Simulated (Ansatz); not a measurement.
One change: `O[SiH2][AlH][SiH3]` becomes `[NH2][AlH][SiH2]O`.

Ansatz, PBE0-D4/def2-TZVP geometries, multiplicity 1. Each molecule was computed in one conformer, which needn't be the lowest.

```csv
property,`O[SiH2][AlH][SiH3]`
HOMO–LUMO gap (PBE/def2-TZVPP) / eV,2.81
HOMO energy (PBE/def2-TZVPP) / eV,-5.99
HOMO energy (ωB97M-V/def2-TZVPP) / eV,-8.98
HOMO–LUMO gap (PBE0/def2-TZVPP) / eV,4.60
size of the dipole moment (PBE/def2-TZVPP) / D,0.99
HOMO energy (PBE0/def2-TZVPP) / eV,-7.05
```

(1) Give the same properties after the change, and the shifts. (Estimate.)

## Answers

(1) Ansatz gave: 
| property | `[NH2][AlH][SiH2]O` | shift |
| --- | --- | --- |
| HOMO–LUMO gap (PBE/def2-TZVPP) / eV | 3.97 | 1.16 |
| HOMO energy (PBE/def2-TZVPP) / eV | -5.90 | 0.09 |
| HOMO energy (ωB97M-V/def2-TZVPP) / eV | -9.10 | -0.12 |
| HOMO–LUMO gap (PBE0/def2-TZVPP) / eV | 5.87 | 1.27 |
| size of the dipole moment (PBE/def2-TZVPP) / D | 2.16 | 1.17 |
| HOMO energy (PBE0/def2-TZVPP) / eV | -7.07 | -0.02 |

Dipoles are sizes alone; their direction can turn.
